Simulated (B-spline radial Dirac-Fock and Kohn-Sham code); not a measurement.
## Satellites and hypersatellites of the K lines of Mo⁺

System: Mo⁺ in the configuration 1s2 2s2 2p6 3s2 3p6 3d10 4s2 4p6 4d5, inside a Watson sphere of charge -1 and radius 2.4 Å (a model of the Madelung potential; inside it an electron's potential energy is raised by 6.0 eV).

The computed values come from a radial B-spline solver: Dirac-Fock energy differences between relaxed states, corrected for Breit and QED terms. Each two-hole energy is an average over J within one jj subconfiguration, not an observable level; in light atoms, where LS coupling holds, the j-resolved values are not observed lines, and for a K spectator the Kα1 hypersatellite is nearly forbidden. Electron correlation is not included.

Lines without a spectator: Kα2 (K-L2) 17372.9 eV, Kα1 (K-L3) 17477.9 eV, Kβ3 (K-M2) 19585.7 eV, Kβ1 (K-M3) 19603.4 eV. Shifts in eV with one spectator hole (a dash: not computed, or left out as unreliable):

```
spectator hole    Kα2    Kα1     Kβ3     Kβ1
    L2 (2p1/2)  +49.0  +61.0       –  +131.9
    L3 (2p3/2)  +50.8  +50.0  +120.9       –
    M2 (3p1/2)      –  +6.03  +13.91  +17.21
    M3 (3p3/2)  +4.79      –  +15.18  +14.59
    M4 (3d3/2)  +0.37  -1.65       –       –
    M5 (3d5/2)  -1.92  -0.53       –       –
```

**Question.** Where does the K-L3 hypersatellite lie, emitted when both K electrons are missing?

**Answer.** +477.3 eV from the normal line, at 17955.2 eV. Removing both K electrons costs 40658.8 eV, which is 641.3 eV more than twice the K binding energy.

With n spectator holes in 2p, averaged over the 2p shell (energies in eV):

```
n     KαLⁿ   step  hypersatellite KαʰLⁿ
0  17442.9      –               17916.8
1  17496.0  +53.1               17971.2
2  17550.2  +54.3               18026.8
3  17605.6  +55.4               18083.6
4  17662.3  +56.6               18141.5
5  17720.1  +57.8               18200.7
```
